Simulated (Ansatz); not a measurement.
Z-matrix (Å, degrees):
```
C
C 1 1.463
H 1 1.091 2 111.2
H 1 1.094 2 110.5 3 -120.9
H 1 1.094 2 110.5 3 120.9
C 2 1.288 1 153.0 3 0.1
C 2 1.515 1 143.6 3 -179.9
I 6 2.036 2 148.5 1 -0.0
H 7 1.092 2 119.4 1 -74.1
H 7 1.092 2 119.4 1 74.1
```

The species carries charge 0 and has multiplicity 1. I takes the def2 core potential.

List the PBE/def2-TZVPP orbital energies in eV (Ansatz). (Estimate.)

Computed: Occupied: -270.07, -269.68, -269.44, -269.41, -180.04, -127.48, -127.15, -127.13, -49.58, -49.48, -49.46, -49.19, -49.19, -22.15, -18.50, -17.94, -14.54, -12.28, -11.27, -11.26, -10.54, -10.13, -8.71, -7.25, -7.21, -6.25, -5.58. Lowest empty: -1.51, -0.85, 0.58, 1.50, 1.79, 2.41, 2.57, 2.60.
